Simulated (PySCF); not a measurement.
Species: BBr3.
InChI=1S/BBr3/c2-1(3)4

Level: CAM-B3LYP/def2-SVPD in PySCF, non-relativistic, on one gas-phase PBE0-D3(BJ)/def2-SVP geometry that isn't relaxed in the solvent. The solvent is an IEF-PCM continuum (cavity from Bondi-type radii × 1.2), and excitations are vertical TDDFT with non-equilibrium linear response and a frozen core. Specific hydrogen bonds and non-electrostatic terms are outside this model. Spin–orbit coupling is left out although an atom past zinc is present.

Gas-phase singlets (H = HOMO, L = LUMO):

```csv
state,E (eV),λ (nm),f,leading configurations
S1,4.832,257,0.000,H→L 99%
S2,5.614,221,0.000,H-3→L 99%
S3,5.616,221,0.000,H-4→L 99%
S4,6.030,206,0.142,H-1→L 95%
S5,6.031,206,0.142,H-2→L 95%
```

Q: What are the lowest 5 singlets in chloroform (ε = 4.711)?

A: 
```json
{"state": "S1", "E (eV)": "4.872", "λ (nm)": "255", "f": "0.000", "leading configurations": "H→L 99%", "change by rank (eV)": "+0.040"}
{"state": "S2", "E (eV)": "5.647", "λ (nm)": "220", "f": "0.000", "leading configurations": "H-3→L 99%", "change by rank (eV)": "+0.033"}
{"state": "S3", "E (eV)": "5.649", "λ (nm)": "219", "f": "0.000", "leading configurations": "H-4→L 99%", "change by rank (eV)": "+0.033"}
{"state": "S4", "E (eV)": "5.977", "λ (nm)": "207", "f": "0.198", "leading configurations": "H-1→L 96%", "change by rank (eV)": "-0.053"}
{"state": "S5", "E (eV)": "5.978", "λ (nm)": "207", "f": "0.198", "leading configurations": "H-2→L 96%", "change by rank (eV)": "-0.053"}
```

Q: Give the list for methanol (ε = 32.61), n² = 1.77.

A: 
```tsv
state	E (eV)	λ (nm)	f	leading configurations	change by rank (eV)
S1	4.891	253	0.000	H→L 99%	+0.059
S2	5.665	219	0.000	H-3→L 99%	+0.051
S3	5.667	219	0.000	H-4→L 99%	+0.051
S4	6.000	207	0.185	H-1→L 96%	-0.030
S5	6.001	207	0.185	H-2→L 96%	-0.030
```

Q: The ground-state energy changes by -0.039 eV from gas to methanol. By how much does the total energy of gas-phase S1 change?

A: E(S1) = E(S0) + excitation energy, so it changes by -0.039 + 0.059 = +0.020 eV: it isn't lowered at all, while the ground state is. This is the vertical state, with the slow part of the continuum still set for S0.

Q: How do the frontier levels move from gas to methanol?

A: 
```csv
orbital,gas (eV),solvent (eV),change (eV)
LUMO+2,1.23,1.34,+0.11
LUMO+1,0.36,0.48,+0.12
LUMO,-1.11,-0.99,+0.12
HOMO,-9.63,-9.57,+0.06
HOMO-1,-10.33,-10.24,+0.09
HOMO-2,-10.33,-10.24,+0.09
HOMO-3,-10.51,-10.44,+0.07
```

The HOMO–LUMO gap goes from 8.51 to 8.58 eV. Rows go by rank; for LUMO+2 the atom shares or the degeneracy differ between the runs, so the row needn't follow one orbital.
